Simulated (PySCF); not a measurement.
## Bromine: a sound run and one with changed settings

Sound run: Br [Ar] 3d10 4s2 4p5, Br⁺ [Ar] 3d10 4s2 4p4. All numbers are calculated (PySCF 2.14, scalar relativity by spin-free X2C-1e, in x2c-TZVPall). In the sound run the correlated levels freeze [Ar] 3d10. The sound run starts from symmetry-adapted Hartree-Fock orbitals and uses a fine grid where one is needed.

Changed run: no relativity, point nucleus. This setting is unsound on purpose.

```csv
species,method,sound run (hartree),changed run (hartree),converged
Br,UHF,-2604.41488,-2556.33979,yes
Br,B3LYP,-2606.24935,-2558.20874,yes
Br,r2SCAN,-2606.18986,-2558.14479,yes
Br,MP2,-2604.54894,-2556.47397,yes
Br,CCSD(T),-2604.57259,-2556.49833,yes
Br⁺,UHF,-2604.02086,-2555.94318,yes
Br⁺,B3LYP,-2605.81140,-2557.76852,yes
Br⁺,r2SCAN,-2605.75382,-2557.70615,yes
Br⁺,MP2,-2604.12488,-2556.04785,yes
Br⁺,CCSD(T),-2604.14721,-2556.07105,yes
```

Ionisation energy of Br:

| method | sound run (eV) | changed run (eV) |
| --- | --- | --- |
| UHF | 10.722 | 10.792 |
| B3LYP | 11.917 | 11.979 |
| r2SCAN | 11.865 | 11.936 |
| MP2 | 11.539 | 11.595 |
| SCS-MP2 | 11.537 | 11.593 |
| CCSD | 11.541 | 11.594 |
| CCSD(T) | 11.575 | 11.627 |

Most of the change in total energy is the relativistic energy itself. On top of that the contraction fixes the core shape for the Hamiltonian it was made with, so the changed run is not a good calculation with the other Hamiltonian either.

For comparison, NIST gives 11.814 eV between the lowest levels.
